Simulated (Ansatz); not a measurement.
Geometry optimisation of CH₅AsO⁺, that is AsH2(OMe) with one electron fewer.

```yaml
crystal:
  periodic: [false, false, false]
  atoms:
    - {symbol: As, position_ang: [1.066226, 1.155298, 0.250828]}
    - {symbol: H, position_ang: [2.008504, 1.409030, -0.923330]}
    - {symbol: H, position_ang: [0.055753, 2.186794, -0.289008]}
    - {symbol: O, position_ang: [0.342893, -0.316450, -0.526889]}
    - {symbol: C, position_ang: [-0.664408, -0.967208, 0.230337]}
    - {symbol: H, position_ang: [-0.339112, -1.186236, 1.254691]}
    - {symbol: H, position_ang: [-0.885361, -1.909125, -0.272247]}
    - {symbol: H, position_ang: [-1.584477, -0.372103, 0.275629]}
basis:
  gaussian: {orbitals: def2-TZVP}
total_charge: 1
magnetization: {spin_polarized: true, initial_magnetization: 1}
hamiltonian: {xc: {name: B3LYP}, dispersion: d4}
scf: {lower_state_search: "off"}
output: {orbitals: {seedname: orbitals}}
relax: {f_tol: 0.02, max_steps: 100}
```

```sh
$ ansatz run in.yaml --threads 4 --pin off --events-out ev --progress --plain --max-ram 3916MiB
```

It prints (some lines left out):

```
Functional definition: B3LYP
mean field -63999.58258163 eV, -2351.9412793999 hartree, gradient 5.1e-6 eV, S^2 0.757121; 0 other end points of the search recorded, 0 dependent functions left out
relax step   1: F+E_penalty+E_count = -63999.74797847 eV  Δ(F+E_penalty+E_count) = +0.000e0 eV  max|allowed force component| = 1.776e0 eV/Å  Δτ_max = 0.0000 Å  (22 SCF iters, accepted)
mean field -63999.84810712 eV, -2351.9510372816 hartree, gradient 1.8e-6 eV, S^2 0.756554; 0 other end points of the search recorded, 0 dependent functions left out
relax step   2: F+E_penalty+E_count = -64000.01043535 eV  Δ(F+E_penalty+E_count) = -2.625e-1 eV  max|allowed force component| = 1.440e0 eV/Å  Δτ_max = 0.1949 Å  (31 SCF iters, accepted)
mean field -63999.93150750 eV, -2351.9541021889 hartree, gradient 1.8e-6 eV, S^2 0.756009; 0 other end points of the search recorded, 0 dependent functions left out
relax step   3: F+E_penalty+E_count = -64000.09410913 eV  Δ(F+E_penalty+E_count) = -8.367e-2 eV  max|allowed force component| = 1.311e0 eV/Å  Δτ_max = 0.1061 Å  (26 SCF iters, accepted)
mean field -63999.98602768 eV, -2351.9561057687 hartree, gradient 2.2e-6 eV, S^2 0.754942; 0 other end points of the search recorded, 0 dependent functions left out
relax step   4: F+E_penalty+E_count = -64000.14965683 eV  Δ(F+E_penalty+E_count) = -5.555e-2 eV  max|allowed force component| = 3.827e-1 eV/Å  Δτ_max = 0.2000 Å  (27 SCF iters, accepted)
mean field -63999.98334693 eV, -2351.9560072530 hartree, gradient 2.0e-6 eV, S^2 0.754441; 0 other end points of the search recorded, 0 dependent functions left out
relax step   5: F+E_penalty+E_count = -64000.14714349 eV  Δ(F+E_penalty+E_count) = +2.513e-3 eV  max|allowed force component| = 8.095e-1 eV/Å  Δτ_max = 0.1997 Å  (27 SCF iters, rejected (line search))
mean field -64000.00933657 eV, -2351.9569623544 hartree, gradient 1.1e-6 eV, S^2 0.754803; 0 other end points of the search recorded, 0 dependent functions left out
relax step   6: F+E_penalty+E_count = -64000.17305941 eV  Δ(F+E_penalty+E_count) = -2.340e-2 eV  max|allowed force component| = 6.302e-1 eV/Å  Δτ_max = 0.0980 Å  (26 SCF iters, accepted)
mean field -64000.01493017 eV, -2351.9571679154 hartree, gradient 8.8e-7 eV, S^2 0.754859; 0 other end points of the search recorded, 0 dependent functions left out
relax step   7: F+E_penalty+E_count = -64000.17903660 eV  Δ(F+E_penalty+E_count) = -5.977e-3 eV  max|allowed force component| = 1.210e-1 eV/Å  Δτ_max = 0.0999 Å  (26 SCF iters, accepted)
mean field -64000.01586816 eV, -2351.9572023861 hartree, gradient 1.0e-6 eV, S^2 0.754871; 0 other end points of the search recorded, 0 dependent functions left out
relax step   8: F+E_penalty+E_count = -64000.17983777 eV  Δ(F+E_penalty+E_count) = -8.012e-4 eV  max|allowed force component| = 5.247e-2 eV/Å  Δτ_max = 0.0417 Å  (23 SCF iters, accepted)
mean field -64000.01591105 eV, -2351.9572039623 hartree, gradient 2.3e-6 eV, S^2 0.754878; 0 other end points of the search recorded, 0 dependent functions left out
relax step   9: F+E_penalty+E_count = -64000.17990346 eV  Δ(F+E_penalty+E_count) = -6.569e-5 eV  max|allowed force component| = 3.969e-2 eV/Å  Δτ_max = 0.0071 Å  (25 SCF iters, accepted)
mean field -64000.01597476 eV, -2351.9572063035 hartree, gradient 2.6e-6 eV, S^2 0.754867; 0 other end points of the search recorded, 0 dependent functions left out
relax step  10: F+E_penalty+E_count = -64000.17996235 eV  Δ(F+E_penalty+E_count) = -5.889e-5 eV  max|allowed force component| = 8.650e-3 eV/Å  Δτ_max = 0.0072 Å  (24 SCF iters, accepted)
Total energy: -64000.18018408 eV, -2351.9632408848 hartree
Atom 0 at     1.047494     1.267702     0.067415 Å, force    -0.000926    -0.008629    -0.005393 eV/Å
Atom 1 at     2.090694     1.382081    -1.022085 Å, force    -0.001349     0.000858     0.000115 eV/Å
Atom 2 at    -0.161542     2.092367    -0.348749 Å, force     0.000712    -0.000966     0.002143 eV/Å
Atom 3 at     0.577822    -0.387199    -0.148513 Å, force     0.003354     0.008650     0.005089 eV/Å
Atom 4 at    -0.675971    -0.965772     0.294346 Å, force    -0.001954    -0.002710    -0.004286 eV/Å
Atom 5 at    -0.489526    -1.482227     1.236068 Å, force    -0.000767     0.000750     0.000563 eV/Å
Atom 6 at    -0.933827    -1.694891    -0.474040 Å, force     0.001556     0.002445     0.001592 eV/Å
Atom 7 at    -1.455126    -0.212061     0.395570 Å, force    -0.000625    -0.000399     0.000177 eV/Å
Dipole moment:    -0.226187     0.147843    -0.003557 e Å
Checks for a lower state left out: stability, starts, cluster_reference, orbital_swaps, neighbouring_geometries, increment
```

Run time 21 s (4 threads of Arm Neoverse V1 on a shared host).

The relaxation made no stability test and no search for a lower SCF solution.
